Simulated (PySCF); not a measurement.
Vertical excitations of a molecule H7NOSi2 from PySCF 2.14.0 with TDA-PBE/def2-SVPD, as energy in eV (oscillator strength): 5.91 (0.074), 6.17 (0.013), 6.33 (0.003), 6.73 (0.017), 6.89 (0.023), 7.00 (0.007), 7.05 (0.003), 7.12 (0.002), 7.29 (0.008), 7.36 (0.008). Lowest triplet (TDA): 5.55 eV. Coordinates come from a B3LYP-D3(BJ)/def2-SVP optimisation. The values are those of a single conformer.

### Question
Identify the compound among the candidates.
(A) N[SiH2]O[SiH3]
(B) N[Si@H](O)[SiH3]
(C) O[SiH2]N[SiH3]
(D) N[SiH2][SiH2]O

### Answer
A, N[SiH2]O[SiH3]
